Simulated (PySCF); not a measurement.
Species: C3H7AlN2.
Structure used (PBE0-D3(BJ)/def2-SVP), in Å, numbered top down from 1:
```xyz
13
C3H7AlN2 angstrom
C     -3.3090    0.2026   -0.5295
N     -2.0988   -0.0917   -0.4051
Al    -0.8424   -1.3515   -0.7891
N      0.8254   -0.3052   -0.2313
C      1.7644    0.2812    0.0834
C      2.9386    1.0239    0.4815
H     -3.7345    1.1481   -0.1180
H     -4.0712   -0.4273   -1.0491
H     -0.4559   -1.5849   -2.3268
H     -0.7286   -2.5550    0.2594
H      3.4451    1.4255   -0.4077
H      2.6440    1.8557    1.1372
H      3.6300    0.3637    1.0245
```

The calculation used PBE0-D3(BJ)/def2-SVP geometry optimisation, gas phase (PySCF 2.14.0).

Problem. Which atoms are bound to Al3, and at what distances?

Solution. 4 atoms: H10 1.600 Å, H9 1.603 Å, N2 1.820 Å, N4 2.046 Å. The nearest atom not counted as bound is C1, at 2.93 Å.

Problem. List the angles at Al3.

Solution. 
| angle | degrees | distance of the outer atoms (Å) |
| --- | --- | --- |
| H9–Al3–H10 | 120.1 | 2.78 |
| N2–Al3–H9 | 118.0 | 2.94 |
| N2–Al3–H10 | 115.6 | 2.90 |
| N2–Al3–N4 | 98.7 | 2.94 |
| N4–Al3–H10 | 98.5 | 2.78 |
| N4–Al3–H9 | 98.0 | 2.77 |

Problem. What is the shape at Al3?

Solution. Distorted tetrahedral: angles from 98.0° to 120.1°; τ4 = (360° − α − β)/141° = 0.86 with α and β the two widest (0 for a square, 1 for a tetrahedron). The Al–N distances aren't all alike: 1.820 to 2.046 Å.

Problem. What are the other bond lengths?

Solution. C1=N2 1.252 Å; N4≡C5 1.151 Å; C5–C6 1.445 Å; C1–H7 1.115 Å; C1–H8 1.117 Å; C6–H11, C6–H12, C6–H13 1.099 Å.

Problem. Give some angles away from the centre.

Solution. C1–N2–Al3 144.0°, Al3–N4–C5 179.9°, N4–C5–C6 179.7°.

Problem. What are the rotational constants (commonest isotopes, rigid rotor)?

Solution. A = 6871, B = 1114, C = 979.4 MHz: a near-prolate asymmetric top.

Charge 0, singlet. PBE0-D3(BJ)/def2-SVP frequencies: not computed here.

Time: 76 s wall; peak memory 0.52 GiB. Hardware: Arm Neoverse V2, one thread (shared host). These figures are those of the optimisation.

One conformer stands for the species.
